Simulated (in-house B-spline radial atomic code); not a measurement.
Li²⁺. Computed with a B-spline radial atomic code. Model: all-electron spherical atom, spin shells full or empty, radial basis limit, no spin-orbit coupling, Breit or QED, empty-state partial waves extrapolated as (l+1/2)^-4, RPA, G0W0 and static COHSEX of the highest shell as one setting changes (uncorrelated shells keep exact exchange).

Empty levels are discrete states of a finite basis, so the steps are uneven.

One electron: RPA and GW hold self-correlation, the exact correlation energy is zero.

Given: element Li; charge 2; filled core none; hamiltonian non-relativistic; mean-field start Hartree-Fock; highest l of empty states 9; lowest nl shells left uncorrelated 0; highest mean-field shell 1s up; box radius 17.55 bohr.

Shell: 1s 1 0 (electrons up and down).

```tsv
highest empty level kept (hartree)	RPA correlation energy (hartree)	G0W0 level (eV)	G0W0 minus most complete (meV)	COHSEX level (eV)	linearised minus solved G0W0 (meV)
3	-0.0038681	-121.8	581.6	-122	0
6	-0.0069542	-121.83	551.9	-122.21	0
10.5	?	?	?	?	?
18	?	?	?	?	?
30	-0.015883	-122.18	194.3	-123.16	0
54	-0.018167	-122.31	72.8	-123.46	0
90	-0.018847	-122.34	35.6	-123.54	0
180	-0.019225	-122.36	14.3	-123.59	0
360	-0.019394	-122.37	4.4	-123.61	0
750	-0.019448	-122.38	1	-123.61	0
1800	-0.019459	-122.38	0.1	-123.61	0
6000	-0.019461	-122.38	0	-123.61	0
```

**Question.** What follows for highest empty level kept = 10.5?

**Answer.** RPA correlation energy -0.010679 hartree; G0W0 level -121.94 eV; G0W0 minus most complete 436.7 meV; COHSEX level -122.56 eV; linearised minus solved G0W0 0 meV.

**Question.** What follows for highest empty level kept = 18?

**Answer.** RPA correlation energy -0.013375 hartree; G0W0 level -122.06 eV; G0W0 minus most complete 318.7 meV; COHSEX level -122.86 eV; linearised minus solved G0W0 0 meV.
